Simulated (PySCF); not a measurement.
Work out the structure from these simulated measurements.

Formula: C3H3BCl2.

| Item | Value |
| --- | --- |
| NMR, other nuclei | isotropic shieldings of nuclei other than C and H, by class: 57 (1 B), 671 (2 Cl) ppm [GIAO B97-2/pcSseg-2] |
| 13C NMR | chemical shifts (computed TMS as zero) by class: 124.2 (1 C), 90.0 (1 C), 6.9 (1 C) ppm [GIAO B97-2/pcSseg-2] |
| Rotational structure | rotational constants A, B, C: 3.117, 1.195, 0.868 GHz [PBE0-D3(BJ)/def2-SVP] |
| Triplet | lowest triplet excitation (Tamm–Dancoff): 3.96 eV [TDA B3LYP/def2-SVPD] |
| Valence photoelectron | vertical ionisation energy: 10.00 eV [ΔSCF B3LYP/def2-SVPD] |
| 1H NMR | chemical shifts (computed TMS as zero) by class: 2.15 (3 H) ppm [GIAO B97-2/pcSseg-2] |

Gas-phase values; electronic properties from PySCF, density fitting. Levels stand in brackets. Isolated species at its PBE0-D3(BJ)/def2-SVP geometry, gas phase. NMR classes are plain means over equivalent atoms (diastereotopic ones count apart unless rotation or inversion swaps them), as if these changed places fast.

Q: What is the compound? Reason from the data.

A: Numbering: `[CH3:1][C:2]#[C:3][B:4]([Cl:5])[Cl:6]`. 3 carbons fall into 3 classes; from least to most shielded: alkyne carbon [C2] (124.2 ppm), alkyne carbon [C3] (90.0 ppm), propargylic carbon [C1] (6.9 ppm). All hydrogens form one class (2.15 ppm): methyl hydrogen. The other shieldings belong to: 57 ppm, three-coordinate boron [B4]; 671 ppm, chlorine bonded to B [Cl5/Cl6]. The first electron is taken from the HOMO, whose largest Löwdin shares are 0.35 on each of 2 atoms of one kind (alkyne carbon) and 0.09 on each of 2 atoms of one kind (chlorine bonded to B). By its constants the optimised geometry is an asymmetric top. Structure: `CC#CB(Cl)Cl`. Computed isomers that give other values at the same levels: `ClB(Cl)C1C=C1` (smallest rotational constant: 1.207 GHz; this holds for the one conformer computed); `C#CCB(Cl)Cl` (rotational constant A: 2.650 GHz; this holds for the one conformer computed); `BC1C(Cl)=C1Cl` (smallest rotational constant: 1.059 GHz; this holds for the one conformer computed). The assignments are read from this structure; whether some other isomer fits the data as well wasn't checked.
